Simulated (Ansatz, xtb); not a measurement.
Two isomers of C2H5GeNOSi

Structure I: `N#C[Si@@H]([GeH3])C=O`, a singlet. Structure II: `N#C[SiH2][GeH2][CH]=O`, a singlet. Both are isolated molecules in the gas phase, relaxed with PBE0-D3(BJ)/def2-SVP; the shapes shown needn't be the lowest conformers.

I (Å):

```yaml
atoms:
  - { symbol: C, position_ang: [-0.7782, -0.3734, -1.2122] }
  - { symbol: C, position_ang: [1.7962, 1.0136, -2.0933] }
  - { symbol: Ge, position_ang: [1.3838, 0.7038, 1.3503] }
  - { symbol: N, position_ang: [-1.4629, -1.2702, -1.4838] }
  - { symbol: O, position_ang: [2.9365, 1.1706, -1.7399] }
  - { symbol: Si, position_ang: [0.3707, 1.0205, -0.7777] }
  - { symbol: H, position_ang: [-0.4231, 2.2771, -0.9162] }
  - { symbol: H, position_ang: [2.2598, -0.5543, 1.2861] }
  - { symbol: H, position_ang: [0.2980, 0.5377, 2.4244] }
  - { symbol: H, position_ang: [2.2430, 1.9366, 1.6641] }
  - { symbol: H, position_ang: [1.5471, 0.8727, -3.1798] }
```

II (Å):

```xyz
11

C    -0.8544   -0.4420   -1.2805
C     1.7613    2.3980   -1.0762
Ge    1.4743    1.2352    0.5348
N    -1.7871   -0.1240   -1.8930
O     2.8222    2.4435   -1.6320
Si    0.6605   -0.8520   -0.2820
H     1.6324   -1.4994   -1.2059
H     0.2422   -1.7966    0.7912
H     0.4179    1.8500    1.4712
H     2.8156    1.0407    1.2566
H     0.8799    2.9837   -1.4534
```

Estimate E(II) − E(I) at the level CCSD(T)/def2-SVP + ΔMP2/def2-TZVPP.

Too close to call at this level: CCSD(T)/def2-SVP + ΔMP2/def2-TZVPP gives E(II) − E(I) = +0.60 kcal/mol.

Level by level:

| level | geometry | E(II) − E(I) (kcal/mol) | departure from the last row (kcal/mol) | job, with rough time for the two |
| --- | --- | --- | --- | --- |
| PBE0-D3(BJ)/def2-SVP | PBE0-D3(BJ)/def2-SVP | +1.31 | +0.71 | optimisation, 96 s |
| HF/def2-SVP | PBE0-D3(BJ)/def2-SVP | +1.79 | +1.20 | part of the CCSD(T) run |
| MP2/def2-SVP | PBE0-D3(BJ)/def2-SVP | +1.70 | +1.10 | part of the CCSD(T) run |
| CCSD(T)/def2-SVP | PBE0-D3(BJ)/def2-SVP | +1.79 | +1.20 | single point |
| CCSD(T)/def2-SVP + ΔMP2/def2-TZVPP | PBE0-D3(BJ)/def2-SVP | +0.60 |  | single point, 37 s |

As drawn, II has 1 C–Ge, 1 Si–H in place of 1 C–Si, 1 Ge–H.

The largest departure from CCSD(T)/def2-SVP + ΔMP2/def2-TZVPP is that of CCSD(T)/def2-SVP, 1.20 kcal/mol. Levels run at GFN2-xTB geometries aren't shown. The last row adds to CCSD(T) the change of the MP2 difference between the two basis sets, here −1.20 kcal/mol.

With thermal terms from frequencies at re-optimised GFN2-xTB minima (ideal gas, soft modes damped towards free rotors, one conformer each, 298.15 K, 1 atm): the zero-point term adds −0.48 kcal/mol; ΔH is +0.28 and ΔG −0.16 kcal/mol.

The correlated steps freeze 18 core orbitals; the filled d shell of Ge is correlated, in a basis made for valence electrons. Mirror images aren't counted in ΔG. Run with Ansatz 0.2.0, xtb 6.7.1; the last row on 2 threads of Intel(R) Xeon(R) 6975P-C (Granite Rapids) on a shared host.
